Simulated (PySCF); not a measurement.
# Diatomics of H with the alkali metals

MP2 with double-zeta basis sets in PySCF, for the lowest determinant that a PBE0 search found; no spin–orbit coupling. De refers to high-spin ground-configuration atoms.

| M | basis | reference, frozen orbitals | state (unpaired electrons) | Re (Å) | ωe (cm⁻¹) | De (eV) |
| --- | --- | --- | --- | --- | --- | --- |
| Li | aug-cc-pVDZ | RHF, 0 | singlet (closed shell) | 1.586 | 1495 | 2.17 |
| Na | def2-SVP | RHF, 1 | singlet (closed shell) | 1.910 | 1146 | 1.46 |
| K | def2-SVP | RHF, 5 | singlet (closed shell) | 2.295 | 958 | 1.25 |
| Rb | def2-SVP | RHF, 0 | singlet (closed shell) | 2.419 | 951 | 1.15 |
| Cs | def2-SVP | RHF, 0 | singlet (closed shell) | 2.606 | 878 | 1.16 |

The shortest bond is that of LiH (1.586 Å), the longest that of CsH (2.606 Å).

The rows differ in basis set, which adds steps of its own.

Down a group the atoms grow and get heavier, so bonds lengthen and wavenumbers fall; this series shows no clear exception.

Correlated steps freeze the inner cores (0 to 5 orbitals); shallow outer-core shells are correlated. Correlated levels converge slowly with the basis: in double zeta they bind strong bonds too weakly, by up to about 1 eV, and carry superposition errors of some tenths. Spin–orbit coupling is left out. Where the molecule has an RHF reference, its open-shell atoms are computed with UHF.
